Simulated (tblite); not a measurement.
Species: C8H9NSi.
Numbering: `[CH2:1]=[C:2]([C:3]#[C:4][CH3:5])/[CH:6]=[CH:7]\[SiH2:8][C:9]#[N:10]` (hydrogens: H11, H12 on C1; H13, H14, H15 on C5; H16 on C6; H17 on C7; H18, H19 on Si8)

Structure optimised with GFN2-xTB, isolated species.

Question: List the bond lengths, angles and torsions at this level.

Answer: 
```csv
bond,length (pm)
C1=C2,134.2
C2–C3,141.9
C3≡C4,120.5
C4–C5,144.2
C2–C6,145.5
C6=C7,133.6
C7–Si8,187.8
Si8–C9,186.9
C9≡N10,114.6
C1–H11,107.6
C1–H12,107.7
"C5–H13, C5–H14, C5–H15",109.0
C6–H16,108.6
C7–H17,108.5
"Si8–H18, Si8–H19",146.7
```

Bonds in one row agree within 1 pm and their mean is given. A selection of angles:
```csv
angle,degrees
C1–C2–C3,119.5
C1–C2–C6,120.5
C3–C2–C6,120.0
C2–C3–C4,173.3
C3–C4–C5,177.5
C2–C6–C7,128.0
C6–C7–Si8,130.0
C7–Si8–C9,110.4
Si8–C9–N10,177.9
```

Dihedral angles: C1–C2–C6–C7 172° (antiperiplanar); C2–C6–C7–Si8 -3° (synperiplanar); C6–C7–Si8–C9 70° (synclinal). The mirror-image conformer, all signs reversed, is as good.

The 6 C–C bonds span 1.205 Å (C3≡C4, drawn triple) to 1.455 Å (C2–C6, drawn single), a spread of 0.250 Å. Of the pairs four or more bonds apart, C3···Si8 is among the closest relative to their van der Waals radii: 3.10 Å, 82 % of the sum of Bondi's values. Si8 (SiH2 silicon) is distorted tetrahedral (angles from 104.6° to 115.0°).

Point group: C1 (no symmetry element, even within 0.4 Å). Its GFN2-xTB frequencies are all real (lowest 20 cm⁻¹). One conformer, not necessarily the lowest. 3 starts were optimised and ended at 0.00, 0.01 and 0.02 kcal/mol (GFN2-xTB); the lowest of these is shown.

These are computed values.
